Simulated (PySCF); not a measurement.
These are PBE-D3(BJ)/def2-TZVP // PBE-D3(BJ)/def2-SVP in PySCF values and carry that method's errors. Isolated molecules, 0 K electronic values unless said otherwise. 

Reference species: [Nb(Cl)4(F)] (neutral, multiplicity 1).

```yaml
HOMO: -8.03 eV
coordination_number: 5
mean_distance_from_the_central_atom_to_its_bonded_neighbours: 2.216 Å
```

After one change: the HOMO rises by 0.18 eV; the coordination number is nearly the same; the mean distance from the central atom to its bonded neighbours rises by 0.092 Å.

**Question.** Which change was made? The new species is one of these.
A) [Nb(Cl)3(F)2]
B) [Nb(F)5]
C) [Nb(Cl)5]
D) [Nb(Cl)(F)4]

**Answer.** C, [Nb(Cl)5]
